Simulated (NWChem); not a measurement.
System: C₂H₆BFO; SMILES CB(F)CO

Parts of the log:

```
             Northwest Computational Chemistry Package (NWChem) 7.3.0
             --------------------------------------------------------

 C1  symmetry detected

                             Geometry "geometry" -> ""
                             -------------------------

 Output coordinates in angstroms (scale by  1.889725989 to convert to a.u.)

  No.       Tag          Charge          X              Y              Z
 ---- ---------------- ---------- -------------- -------------- --------------
    1 C                    6.0000     1.52771394    -0.69530725     0.00014134
    2 B                    5.0000    -0.03126478    -0.57889075     0.00024362
    3 F                    9.0000    -0.79623128    -1.68091792    -0.00047965
    4 C                    6.0000    -0.81716169     0.79290420     0.00072906
    5 O                    8.0000     0.08721597     1.89549030    -0.00070868
    6 H                    1.0000     1.93908095    -0.16350106    -0.86857672
    7 H                    1.0000     1.93949353    -0.17021283     0.87272884
    8 H                    1.0000     1.89339790    -1.72669743    -0.00375087
    9 H                    1.0000    -1.49064135     0.80999040    -0.87704580
   10 H                    1.0000    -1.48807348     0.81032498     0.88051216
   11 H                    1.0000    -0.43189345     2.71330684    -0.00032178

 Effective nuclear repulsion energy (a.u.)     165.8218645963

  pbe96 is a nonlocal functional; adding pw91lda local functional.

                                 NWChem DFT Module
                                 -----------------

 Summary of "ao basis" -> "ao basis" (spherical)
 ------------------------------------------------------------------------------
       Tag                 Description            Shells   Functions and Types
 ---------------- ------------------------------  ------  ---------------------
 C                         def2-tzvp                11       31   5s3p2d1f
 B                         def2-tzvp                11       31   5s3p2d1f
 F                         def2-tzvp                11       31   5s3p2d1f
 O                         def2-tzvp                11       31   5s3p2d1f
 H                         def2-tzvp                 4        6   3s1p

            General Information
            -------------------
          SCF calculation type: DFT
          Wavefunction type:  closed shell.
          No. of atoms     :    11
          No. of electrons :    40
           Alpha electrons :    20
            Beta electrons :    20
          Charge           :     0
          Spin multiplicity:     1
          Use of symmetry is: off; symmetry adaption is: off
          Maximum number of iterations: 150
          AO basis - number of functions:   191
                     number of shells:    79
          Convergence on energy requested:  1.00D-06
          Convergence on density requested:  1.00D-05
          Convergence on gradient requested:  5.00D-04

              XC Information
              --------------
          PerdewBurkeErnzerhof Exchange Functional  1.000
            Perdew 1991 LDA Correlation Functional  1.000 local
           PerdewBurkeErnz. Correlation Functional  1.000 non-local

             Grid Information
             ----------------
          Grid used for XC integration:  medium
          Radial quadrature: Mura-Knowles
          Angular quadrature: Lebedev.
          Tag              B.-S. Rad. Rad. Pts. Rad. Cut. Ang. Pts.
          ---              ---------- --------- --------- ---------
          C                   0.70       49          11.0       434
          B                   0.85       49          10.0       434
          F                   0.50       49          12.0       434
          O                   0.60       49          11.0       434
          H                   0.35       45          12.0       434
          Grid pruning is: on
          Number of quadrature shells:   515
          Spatial weights used:  Erf1

      Superposition of Atomic Density Guess
      -------------------------------------

 Sum of atomic energies:        -277.07861007

      Non-variational initial energy
      ------------------------------

 Total energy =    -279.371358
 1-e energy   =    -707.275155
 2-e energy   =     262.081933
 HOMO         =      -0.340771
 LUMO         =       0.034754

------------------------------------------------------------
EAF file 0: "./job.aoints.0" size=541589504 bytes
------------------------------------------------------------
               write      read    awrite     aread      wait
               -----      ----    ------     -----      ----
     calls:     1033         0         0         0         0
   data(b): 5.42e+08  0.00e+00  0.00e+00  0.00e+00
   time(s): 0.00e+00  0.00e+00  0.00e+00  0.00e+00  0.00e+00
rate(mb/s): 0.00e+00  0.00e+00
------------------------------------------------------------

     ---------------------------------------------
      Total Density - Mulliken Population Analysis
     ---------------------------------------------

    Atom       Charge   Shell Charges
 -----------   ------   -------------------------------------------------------
    1 C    6     6.74   0.86  1.12  0.56  0.68  0.12  1.33  1.53  0.51  0.01  0.01  0.00
    2 B    5     4.29   0.92  1.06  0.54  0.42  0.04  0.70  0.40  0.03  0.07  0.07  0.03
    3 F    9     9.43   0.77  1.20  0.61  1.00  0.32  2.36  2.33  0.83  0.00  0.01  0.00
    4 C    6     6.19   0.86  1.12  0.54  0.66  0.11  1.15  1.31  0.35  0.02  0.06  0.01
    5 O    8     8.69   0.79  1.18  0.59  0.94  0.26  1.96  2.13  0.80  0.00  0.02  0.00
    6 H    1     0.80   0.23  0.42  0.12  0.02
    7 H    1     0.80   0.23  0.42  0.12  0.02
    8 H    1     0.82   0.24  0.43  0.12  0.02
    9 H    1     0.85   0.24  0.45  0.14  0.02
   10 H    1     0.85   0.24  0.45  0.14  0.02
   11 H    1     0.56   0.20  0.27  0.06  0.04

[...]
```

Level: PBE/def2-TZVP. All runs use the structure optimised with B3LYP/6-31G* (spherical d).

Q: Which NWChem input produces such a log?

A: One answer among several that fit: the input that was run:
```
start job
memory heap 200 mb stack 900 mb global 1100 mb
geometry units angstroms noautoz
  C      1.508856    -0.739894    -0.003045
  B     -0.046315    -0.580498    -0.001163
  F     -0.841404    -1.660994    -0.001347
  C     -0.794053     0.812463     0.000598
  O      0.140407     1.889671    -0.001535
  H      1.933777    -0.219366    -0.872070
  H      1.935940    -0.226642     0.869232
  H      1.845932    -1.780982    -0.007644
  H     -1.467780     0.848409    -0.876417
  H     -1.463250     0.848112     0.881137
  H     -0.355934     2.721502    -0.000331
end
basis spherical
  * library def2-tzvp
end
dft
  xc xpbe96 cpbe96
  iterations 150
  semidirect filesize 400000000
  mulliken
end
task dft energy
```
